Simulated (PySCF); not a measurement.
H₅NSeSi, SMILES N[Se][SiH3].

Coordinates come from a PBE-D3(BJ)/def2-SVP optimisation. The values are those of a single conformer.

Level of theory: HF/def2-TZVPD in PySCF.

Symmetry labels are those of the subgroup Cs that the program uses (full group Cs).

Question: List the valence orbital energies around the gap with their symmetry. (The exact figures need the calculation; the answer reports its results.)

Answer: 
```tsv
orbital	symmetry	energy (eV)
HOMO−7	A'	-18.98
HOMO−6	A"	-17.89
HOMO−5	A'	-14.87
HOMO−4	A"	-13.36
HOMO−3	A'	-13.21
HOMO−2	A'	-12.93
HOMO−1	A'	-10.46
HOMO	A"	-9.43
LUMO	A'	1.22
LUMO+1	A'	1.48
LUMO+2	A"	1.84
LUMO+3	A'	2.06
```
